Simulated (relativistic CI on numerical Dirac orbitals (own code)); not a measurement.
# Calculated levels, Gd XXXII

Method of calculation: Dirac-Coulomb-Breit CI, orbitals from a KLI potential per configuration, a model potential for QED, unscaled Slater integrals (own radial code, finite nucleus).

Configuration list (outside the closed core [Ar] 3d10): 4s2 4p3, 4s 4p4, 4s2 4p2 4d, 4p5, 4s 4p3 4d, 4s2 4p2 4f, 4s 4p3 4f, 4p4 4d, 4s 4p2 4d2, 4s2 4p 4d 4f, 4p4 4f, 4s2 4p 4d2, 4s2 4d3, 4s 4p 4d3, 4s2 4d2 4f, 4s 4p 4d2 4f, 4p3 4d2, 4p2 4d3, 4p2 4d2 4f. Double excitations out of closed p, d and f shells are left out; levels of such configurations are missing from the list, as are those of other unlisted configurations, and high levels can miss mixing partners.

The lowest level is 4s2 4p3 2P°_3/2, with 43 % of that term; Hund's rules for 4s2 4p3 give 4S° with J = 3/2, of which the calculation keeps J, while another term leads.

| No. | Configuration | Term | J | E (eV) | % | Next component (%) | Landé g |
| --- | --- | --- | --- | --- | --- | --- | --- |
| 1 | 4s2 4p3 | 2P° | 3/2 | 0.000 | 43 | 31 4S° | 1.403 |
| 2 | 4s2 4p3 | 4S° | 3/2 | 38.079 | 52 | 46 2D° | 1.436 |
| 3 | 4s2 4p3 | 2D° | 5/2 | 42.573 | 99 | 1 4s 4p3 4d 2D° | 1.197 |
| 4 | 4s2 4p3 | 2P° | 1/2 | 48.381 | 98 | 1 4s2 4p 4d2 2P° | 0.661 |
| 5 | 4s2 4p3 | 2P° | 3/2 | 87.149 | 54 | 28 2D° | 1.287 |
| 6 | 4s 4p4(3P) | 4P | 5/2 | 109.537 | 71 | 19 2D | 1.502 |
| 7 | 4p2(1S) 4d | 2D | 3/2 | 115.789 | 25 | 24 4F | 0.939 |
| 8 | 4s 4p4(1S) | 2S | 1/2 | 123.321 | 49 | 39 4P | 2.221 |
| 9 | 4s 4p4(1D) | 2D | 3/2 | 127.580 | 23 | 22 4P | 1.046 |
| 10 | 4p2(3P) 4d | 4F | 5/2 | 133.834 | 26 | 26 4D | 1.193 |
| 11 | 4s 4p4(3P) | 4P | 3/2 | 150.285 | 52 | 21 2D | 1.419 |
| 12 | 4s 4p4(1D) | 2D | 5/2 | 154.591 | 30 | 22 4s2 4p2 4d 4F | 1.157 |
| 13 | 4p2(3P) 4d | 2P | 3/2 | 155.300 | 34 | 28 4F | 1.020 |
| 14 | 4p2(3P) 4d | 4D | 1/2 | 155.460 | 63 | 18 2P | 0.436 |
| 15 | 4p2(1D) 4d | 2F | 5/2 | 158.270 | 41 | 26 4s 4p4 2D | 1.054 |
| 16 | 4p2(1D) 4d | 2G | 7/2 | 160.523 | 38 | 30 4F | 1.078 |
| 17 | 4p2(3P) 4d | 4D | 7/2 | 165.268 | 48 | 34 4F | 1.312 |
| 18 | 4s 4p4(3P) | 2P | 1/2 | 166.709 | 31 | 22 4s2 4p2 4d 4D | 1.122 |
| 19 | 4s 4p4(3P) | 2P | 3/2 | 169.996 | 27 | 22 4s2 4p2 4d 4D | 1.151 |
| 20 | 4p2(1D) 4d | 2G | 9/2 | 170.107 | 54 | 45 4F | 1.210 |
| 21 | 4p2(3P) 4d | 4P | 5/2 | 171.814 | 37 | 22 2F | 1.262 |
| 22 | 4p2(3P) 4d | 2P | 3/2 | 173.148 | 28 | 27 2D | 1.137 |
| 23 | 4p2(1D) 4d | 2S | 1/2 | 177.062 | 34 | 34 4P | 1.995 |
| 24 | 4p2(3P) 4d | 4D | 5/2 | 177.638 | 39 | 21 2F | 1.206 |
| 25 | 4p2(1D) 4d | 2P | 3/2 | 180.109 | 43 | 24 4P | 1.442 |
| 26 | 4p2(1D) 4d | 2G | 7/2 | 180.317 | 38 | 35 2F | 1.080 |
| 27 | 4p2(3P) 4d | 2D | 5/2 | 184.641 | 51 | 26 2F | 1.175 |
| 28 | 4p2(3P) 4d | 2D | 3/2 | 185.067 | 68 | 9 4F | 0.857 |
| 29 | 4p2(3P) 4d | 2P | 1/2 | 189.282 | 68 | 12 2S | 1.030 |
| 30 | 4s 4p4(3P) | 2P | 1/2 | 203.369 | 26 | 23 4s2 4p2 4d 2S | 1.564 |
| 31 | 4p2(1D) 4d | 2F | 7/2 | 209.316 | 47 | 41 4D | 1.262 |
| 32 | 4p2(1D) 4d | 2P | 1/2 | 210.605 | 52 | 28 4P | 1.193 |
| 33 | 4p2(3P) 4d | 4F | 9/2 | 210.934 | 53 | 45 2G | 1.230 |
| 34 | 4p2(1D) 4d | 2D | 3/2 | 211.491 | 38 | 26 4P | 1.162 |
| 35 | 4p2(1D) 4d | 2D | 5/2 | 212.142 | 31 | 22 2F | 1.209 |
| 36 | 4p2(3P) 4d | 2F | 7/2 | 215.835 | 70 | 20 2G | 1.096 |
| 37 | 4p2(1S) 4d | 2D | 3/2 | 220.776 | 57 | 26 2P | 0.964 |
| 38 | 4p2(1S) 4d | 2D | 5/2 | 222.124 | 80 | 12 4D | 1.204 |
| 39 | 4s 4p3(4S°)<5S°> 4d | 6D° | 5/2 | 227.578 | 35 | 26 4D° | 1.349 |
| 40 | 4s 4p3(4S°)<5S°> 4d | 6D° | 3/2 | 227.985 | 41 | 18 4D° | 1.460 |
| 41 | 4s 4p3(4S°)<5S°> 4d | 6D° | 1/2 | 228.022 | 50 | 35 4P° | 2.744 |
| 42 | 4s 4p3(4S°)<5S°> 4d | 6D° | 7/2 | 229.375 | 37 | 23 4F° | 1.373 |
| 43 | 4p2(1D) 4d | 2S | 1/2 | 229.814 | 24 | 16 4s 4p4 2S | 1.752 |
| 44 | 4p2(3P) 4d | 2D | 3/2 | 230.563 | 52 | 33 2P | 1.098 |
| 45 | 4p2(3P) 4d | 2D | 5/2 | 234.056 | 52 | 33 2F | 1.125 |
| 46 | 4p5 | 2P° | 3/2 | 235.346 | 35 | 19 4s 4p3 4d 2P° | 1.068 |
| 47 | 4s 4p3(4S°)<5S°> 4d | 6D° | 9/2 | 235.753 | 48 | 38 4F° | 1.413 |
| 48 | 4p5 | 2P° | 3/2 | 238.067 | 21 | 16 4s 4p3 4d 4F° | 1.176 |
| 49 | 4s 4p3(2D°)<3D°> 4d | 4G° | 5/2 | 242.265 | 25 | 19 4D° | 1.072 |
| 50 | 4s 4p3(2P°)<3P°> 4d | 2D° | 5/2 | 242.930 | 27 | 21 4D° | 1.180 |
| 51 | 4s 4p3(2P°)<3P°> 4d | 4D° | 1/2 | 246.303 | 54 | 25 2P° | 0.560 |
| 52 | 4s 4p3(4S°)<5S°> 4d | 4D° | 7/2 | 248.489 | 23 | 22 2F° | 1.248 |
| 53 | 4s 4p3(2P°)<1P°> 4d | 2F° | 7/2 | 252.736 | 28 | 21 4D° | 1.140 |
| 54 | 4s 4p3(4S°)<5S°> 4d | 4D° | 1/2 | 257.122 | 58 | 32 2P° | 0.427 |
| 55 | 4s 4p3(2D°)<3D°> 4d | 4F° | 5/2 | 258.708 | 25 | 21 2F° | 1.070 |
| 56 | 4s 4p3(4S°)<5S°> 4d | 4D° | 3/2 | 259.292 | 44 | 18 2D° | 1.060 |
| 57 | 4s 4p3(2P°)<3P°> 4d | 4D° | 3/2 | 259.887 | 33 | 26 4P° | 1.374 |
| 58 | 4s 4p3(4S°)<5S°> 4d | 6D° | 1/2 | 263.804 | 33 | 24 4D° | 1.933 |
| 59 | 4s 4p3(2D°)<3D°> 4d | 4F° | 5/2 | 264.280 | 26 | 24 4D° | 1.252 |
| 60 | 4s 4p3(2D°)<3D°> 4d | 4D° | 3/2 | 265.447 | 24 | 24 6D° | 1.292 |
| 61 | 4s 4p3(2D°)<3D°> 4d | 4F° | 7/2 | 266.708 | 47 | 20 6D° | 1.256 |
| 62 | 4p 4d2(3F) | 4G° | 5/2 | 270.126 | 19 | 16 4s2 4p2 4f 2F° | 0.829 |
| 63 | 4s 4p3(2D°)<3D°> 4d | 4G° | 9/2 | 271.488 | 61 | 18 6D° | 1.250 |
| 64 | 4s 4p3(2D°)<3D°> 4d | 4D° | 7/2 | 271.813 | 60 | 13 6D° | 1.341 |
| 65 | 4s 4p3(2D°)<3D°> 4d | 4F° | 9/2 | 273.831 | 52 | 23 2G° | 1.308 |
| 66 | 4p5 | 2P° | 1/2 | 274.124 | 43 | 42 4s 4p3 4d 2P° | 0.606 |
| 67 | 4p2(1S) 4f | 2F° | 7/2 | 275.160 | 25 | 16 2G° | 1.128 |
| 68 | 4s 4p3(4S°)<3S°> 4d | 4D° | 1/2 | 277.631 | 56 | 11 2P° | 0.630 |
| 69 | 4s 4p3(2P°)<3P°> 4d | 4F° | 3/2 | 278.951 | 49 | 25 2D° | 0.703 |
| 70 | 4s 4p3(2D°)<3D°> 4d | 2G° | 9/2 | 279.985 | 47 | 36 4F° | 1.210 |

Energies count from the lowest computed level; ° marks odd parity. Percentages are summed over parent terms; the parents shown are those of the largest component, closed shells are left out there, and <> holds an intermediate term.

The mean weight of the leading LS term, summed over parents, in these 70 levels is 44 %, and that of the leading jj configuration (from the same eigenvectors) 71 %, so jj coupling describes them better and the LS labels are nominal.

At this charge energies of transitions that change n are usually good to better than 1 %, and those within a shell (Δn = 0) to a few per cent.

LS names give the leading component of a level, which can be under half, so a name can repeat, a term be missing and a line seem to break the LS rules.
